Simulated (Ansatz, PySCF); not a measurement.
Species: BeCl2 (charge 0, singlet). 
Geometry from a B3LYP-D3(BJ)/def2-TZVP (Ansatz, a first-principles code) optimisation:
```
Be
Cl 1 1.8041
Cl 1 1.8041 2 180.00
```
Charge 0, spin multiplicity 1.

Total electronic energies in hartree. Correlated levels leave the core frozen unless marked. Spin-orbit coupling is left out. Non-relativistic. FCI takes restricted orbitals. CBS(X,Y): correlation extrapolated as X^-3; Hartree-Fock from the larger set.

```tsv
level	program	energy (Eh)
RI-HF/def2-TZVPPD	Ansatz	-933.81897
RI-HF/def2-QZVPPD	Ansatz	-933.84867
BLYP/def2-TZVPD	Ansatz	-935.31047
BHLYP-D4/def2-TZVPD	Ansatz + dftd4	-935.32376
PW6B95/def2-TZVPD	PySCF	-936.06030
B2GP-PLYP/def2-TZVPD	Ansatz	-934.94599
B2PLYP/def2-TZVPD	Ansatz	-935.04349
MP2/6-31G*	Ansatz	-934.05540
RI-MP2/def2-QZVPPD	Ansatz	-934.30474
SCS-MP2/def2-SVP	Ansatz	-933.75828
SCS-MP2/def2-TZVPP	Ansatz	-934.21897
CCSD(T)/STO-3G	Ansatz	-923.81524
FCI/STO-3G	Ansatz	-923.81548
CCSD(T)/CBS(def2-TZVPP,def2-QZVPP)	Ansatz	-934.3932
CCSD(T)/CBS(def2-TZVPPD,def2-QZVPPD)	Ansatz	-934.3914
```

Totals of different functionals don't rank their quality; only differences between species are comparable.
